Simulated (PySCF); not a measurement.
Isomers of C5H5F3N2.

All values: PBE0/pcSseg-1 (PySCF) at GFN2-xTB geometries, gas phase, one conformer each.

(1) Rank by HOMO–LUMO gap, highest first.
A. `[nH]1c(C(F)(F)F)c(cn1)C`
B. `[CH2:1]=[CH:2]/[C:3](=[N:4]/[N:5]=[CH2:6])[C:7]([F:8])([F:9])[F:10]` with C1–C2–C3–N4 1°, C3–N4–N5–C6 -108°
C. `[CH2:1]=[CH:2]/[CH:3]=[N:4]\[N:5]=[CH:6]/[C:7]([F:8])([F:9])[F:10]` with C1–C2–C3–N4 -178°, C3–N4–N5–C6 105°
D. `n1[nH]c(cc1C)C(F)(F)F`
E. `[CH:1]#[C:2][CH2:3][NH:4]/[N:5]=[CH:6]/[C:7]([F:8])([F:9])[F:10]` with C2–C3–N4–N5 108°, C3–N4–N5–C6 -170°

(2) Rank by HOMO energy, highest first.
A. `Cc1cc(C(F)(F)F)[nH]n1`
B. `[CH2:1]=[CH:2]/[C:3](=[N:4]/[N:5]=[CH2:6])[C:7]([F:8])([F:9])[F:10]` with C1–C2–C3–N4 1°, C3–N4–N5–C6 -108°
C. `Cc1cn[nH]c1C(F)(F)F`
D. `[CH:1]#[C:2][CH2:3][NH:4]/[N:5]=[CH:6]/[C:7]([F:8])([F:9])[F:10]` with C2–C3–N4–N5 108°, C3–N4–N5–C6 -170°

Answers

(1) D (7.30 eV), A (7.14 eV), E (6.51 eV), C (5.47 eV), B (5.02 eV).

(2) B (-6.87 eV), D (-7.12 eV), C (-7.55 eV), A (-7.70 eV).

All values together:

```json
{"SMILES": "Cc1cc(C(F)(F)F)[nH]n1", "μ (D)": "1.06", "HOMO (eV)": "-7.70", "LUMO (eV)": "-0.40", "lowest IAO charge (e)": "-0.436 (C)", "highest IAO charge (e)": "+0.802 (C)", "lowest Hirshfeld charge (e)": "-0.142 (N)", "highest Hirshfeld charge (e)": "+0.257 (C)"}
{"SMILES": "Cc1cn[nH]c1C(F)(F)F", "μ (D)": "0.67", "HOMO (eV)": "-7.55", "LUMO (eV)": "-0.41", "lowest IAO charge (e)": "-0.433 (C)", "highest IAO charge (e)": "+0.800 (C)", "lowest Hirshfeld charge (e)": "-0.142 (N)", "highest Hirshfeld charge (e)": "+0.259 (C)"}
{"SMILES": "FC(F)(F)Cc1ncc[nH]1", "μ (D)": "3.03", "HOMO (eV)": "-6.87", "LUMO (eV)": "0.32", "lowest IAO charge (e)": "-0.332 (N)", "highest IAO charge (e)": "+0.810 (C)", "lowest Hirshfeld charge (e)": "-0.208 (N)", "highest Hirshfeld charge (e)": "+0.261 (C)"}
{"SMILES": "FC(F)(F)Cc1cnc[nH]1", "μ (D)": "2.89", "HOMO (eV)": "-6.90", "LUMO (eV)": "0.31", "lowest IAO charge (e)": "-0.325 (N)", "highest IAO charge (e)": "+0.809 (C)", "lowest Hirshfeld charge (e)": "-0.211 (N)", "highest Hirshfeld charge (e)": "+0.259 (C)"}
{"SMILES": "C#CCN/N=C/C(F)(F)F", "μ (D)": "4.51", "HOMO (eV)": "-7.12", "LUMO (eV)": "-0.61", "lowest IAO charge (e)": "-0.292 (F)", "highest IAO charge (e)": "+0.802 (C)", "lowest Hirshfeld charge (e)": "-0.114 (F)", "highest Hirshfeld charge (e)": "+0.246 (C)"}
{"SMILES": "C=C/C=N\\N=C/C(F)(F)F", "μ (D)": "2.26", "HOMO (eV)": "-7.13", "LUMO (eV)": "-1.66", "lowest IAO charge (e)": "-0.288 (C/F)", "highest IAO charge (e)": "+0.780 (C)", "lowest Hirshfeld charge (e)": "-0.107 (F)", "highest Hirshfeld charge (e)": "+0.250 (C)"}
{"SMILES": "C=C/C(=N/N=C)C(F)(F)F", "μ (D)": "1.89", "HOMO (eV)": "-6.87", "LUMO (eV)": "-1.85", "lowest IAO charge (e)": "-0.285 (C)", "highest IAO charge (e)": "+0.780 (C)", "lowest Hirshfeld charge (e)": "-0.100 (F)", "highest Hirshfeld charge (e)": "+0.253 (C)"}
```

Conformers: `[F:1][C:2]([F:3])([F:4])[CH2:5][c:6]1[n:7][cH:8][cH:9][nH:10]1` with C2–C5–C6–N7 -122°; `[F:1][C:2]([F:3])([F:4])[CH2:5][c:6]1[cH:7][n:8][cH:9][nH:10]1` with C2–C5–C6–C7 116°; `[CH:1]#[C:2][CH2:3][NH:4]/[N:5]=[CH:6]/[C:7]([F:8])([F:9])[F:10]` with C2–C3–N4–N5 108°, C3–N4–N5–C6 -170°; `[CH2:1]=[CH:2]/[CH:3]=[N:4]\[N:5]=[CH:6]/[C:7]([F:8])([F:9])[F:10]` with C1–C2–C3–N4 -178°, C3–N4–N5–C6 105°; `[CH2:1]=[CH:2]/[C:3](=[N:4]/[N:5]=[CH2:6])[C:7]([F:8])([F:9])[F:10]` with C1–C2–C3–N4 1°, C3–N4–N5–C6 -108°.
